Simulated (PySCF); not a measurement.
Geometries of 2 isomers of C8H8, from PBE0-D3(BJ)/def2-SVP geometry optimisation, gas phase (PySCF). One conformer each, no zero-point energy, no frequencies.

**Question.** Which isomer lies lower at this level?
A.
```xyz
16
angstrom
C      4.567    0.118   -0.216
C      3.138    0.144    0.024
C      1.936    0.165    0.226
C      0.585    0.188    0.456
C     -0.618    0.205    0.660
C     -2.032    0.221    0.897
C     -2.967    0.870   -0.102
C     -2.957   -0.614    0.038
H      5.051   -0.694    0.350
H      4.786   -0.041   -1.284
H      5.040    1.067    0.086
H     -2.314    0.319    1.951
H     -3.811    1.432    0.305
H     -2.512    1.308   -0.993
H     -2.495   -1.204   -0.756
H     -3.795   -1.101    0.543
```
B.
```xyz
16
angstrom
C     -1.324   -0.843    0.266
C     -0.318   -1.710    0.072
C      0.853   -1.532   -0.796
C      1.733   -0.519   -0.776
C      1.725    0.642    0.122
C      0.720    1.510    0.315
C     -0.600    1.495   -0.327
C     -1.481    0.482   -0.347
H     -2.165   -1.175    0.887
H     -0.403   -2.695    0.548
H      1.058   -2.365   -1.481
H      2.600   -0.589   -1.445
H      2.677    0.852    0.627
H      0.914    2.373    0.964
H     -0.918    2.448   -0.769
H     -2.461    0.674   -0.803
```

**Answer.** B. That is cyclooctatetraene (`C1=C\C=C/C=C\C=C/1`), 44.1 kcal/mol below the other.

```tsv
SMILES	atoms numbered as above	E (Eh)	relative (kcal/mol)	relative (kJ/mol)	dipole (D)
C1=C\C=C/C=C\C=C/1	[CH:1]1=[CH:2]\[CH:3]=[CH:4]/[CH:5]=[CH:6]\[CH:7]=[CH:8]/1	-309.00202	0.0	0.0	0.00
CC#CC#CC1CC1	[CH3:1][C:2]#[C:3][C:4]#[C:5][CH:6]1[CH2:7][CH2:8]1	-308.93167	44.1	184.7	0.33
```

As drawn, the lower has a C=C bond outside aromatic rings, which the higher lacks; the higher has a three-membered ring and a C≡C bond, which the lower lacks.
